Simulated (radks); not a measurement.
Values are calculated unless marked as measured or tabulated.
Problem. The mean radii <r> (bohr) of the occupied orbitals of an atom or ion are listed with their occupations. Level of theory: Dirac Kohn-Sham, PBE, spin-unpolarised, spherical densities, finite nucleus; Fermi nuclear charge, rms radius of each element as measured or else 0.836 A^(1/3) + 0.57 fm (a radial shooting solver on a logarithmic mesh with Libxc functionals).

orbital  occ.      <r>
1s1/2       2  0.01804
2s1/2       2  0.07559
2p1/2       2  0.06246
2p3/2       4  0.07054
3s1/2       2   0.1969
3p1/2       2   0.1870
3p3/2       4   0.2019
3d3/2       4   0.1765
3d5/2       6   0.1811
4s1/2       2   0.4405
4p1/2       2   0.4450
4p3/2       4   0.4784
4d3/2       4   0.4934
4d5/2       6   0.5048
5s1/2       2    1.037
5p1/2       2    1.137
5p3/2       4    1.238
4f5/2       6   0.5761
4f7/2       8   0.5849
5d3/2       2    1.750
5d5/2       3    1.807

Name the element and its charge. Open shells, if any, are shared by 2j + 1.

Solution. Z = 75, rhenium, charge +2: Re2+ in [Xe] 4f14 5d5. The 1s radius gives Z: for a bare nucleus <r> = (2 gamma + 1)/(2Z) with gamma = sqrt(1 - (Z/c)^2), 0.01783 bohr for Z = 75, and screening makes it slightly larger (0.01804 here). The occupations add up to 73, and the charge is Z minus that.
